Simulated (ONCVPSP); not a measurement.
**Ranking ONCV potentials for platinum**

All share these settings but for the change named:

- Element: platinum (Pt)
- Generator: ONCVPSP 4.0.1
- Type: optimised norm-conserving Vanderbilt (ONCV)
- Functional: LDA (Perdew-Wang 92)
- Relativity: scalar-relativistic
- Frozen core: [Kr] 4d10 4f14
- Valence charge: 18
- Reference configuration: 5s2 5p6 5d9 (charge +1)
- Partial waves: 5s: rc 1.40 bohr, ncon 4, nbas 8, qcut 7.1 1/bohr, 1 projector; 5p: rc 1.75 bohr, ncon 4, nbas 7, qcut 8 1/bohr, 2 projectors, debl 3.5 Ha; 5d: rc 1.95 bohr, ncon 4, nbas 8, qcut 7.8 1/bohr, 1 projector
- Local potential: polynomial inside 1.15 bohr (lpopt 5, dvloc0 6 Ha)
- Core correction: polynomial model core, fcfact 0.6

Test errors are all-electron minus pseudo excitation energies from the reference, over 5s2 5p6 5d9 6s1; 5s2 5p6 5d8; 5s2 5p6 5d7; 5s2 5p5 5d9 6s1. None of these files shows a bound ghost.

The base gives 326.5 meV.

Of 8 variants that were run, those that failed, showed a ghost or another fault, or gave nearly equal values are left out.

A variant can come out equal or close to the base, since the largest error may sit in a test that the change hardly touches while other tests move.

Task: Rank these variants by their largest absolute test error, smallest first.
A. p: rc 2.1
B. fully relativistic
C. local potential polynomial inside 1.15 bohr (lpopt 5, dvloc0 7 Ha)

Result: C (146.7 meV), A (299.3 meV), B (394.6 meV).
